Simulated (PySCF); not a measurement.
SMILES Cl[SiH2]/C=[CH]/[GeH3] (C2H7ClGeSi) (CAM-B3LYP/def2-SVP optimised geometry):

```
12

Si    -0.887    -2.745     4.039
Cl    -2.960    -2.772     4.084
C     -0.315    -1.844     2.509
C     -1.126    -1.307     1.590
Ge    -0.508    -0.372     0.000
H     -0.404    -4.149     4.043
H     -0.404    -2.066     5.269
H      0.773    -1.761     2.372
H     -2.210    -1.396     1.736
H      1.028    -0.372     0.000
H     -1.028    -1.074    -1.264
H     -1.028     1.074     0.000
```

Computed with CAM-B3LYP/def2-TZVP in PySCF.

What are the frontier orbital energies and the dipole moment?

HOMO-2 -10.36 eV, HOMO-1 -9.78 eV, HOMO -9.45 eV, LUMO 0.15 eV, LUMO+1 1.15 eV; dipole moment 1.39 D.

On the same geometry PBE/def2-TZVP in PySCF gives HOMO-2 -7.62 eV, HOMO-1 -7.19 eV, HOMO -7.04 eV, LUMO -1.99 eV, LUMO+1 -0.79 eV; dipole moment 1.27 D.

Meta-Löwdin charges at CAM-B3LYP/def2-TZVP: Si1 0.72, Cl2 -0.31, C3 -0.36, C4 -0.27, Ge5 0.38, H6 -0.10, H7 -0.10, H8 0.12, H9 0.12, H10 -0.07, H11 -0.06, H12 -0.06.
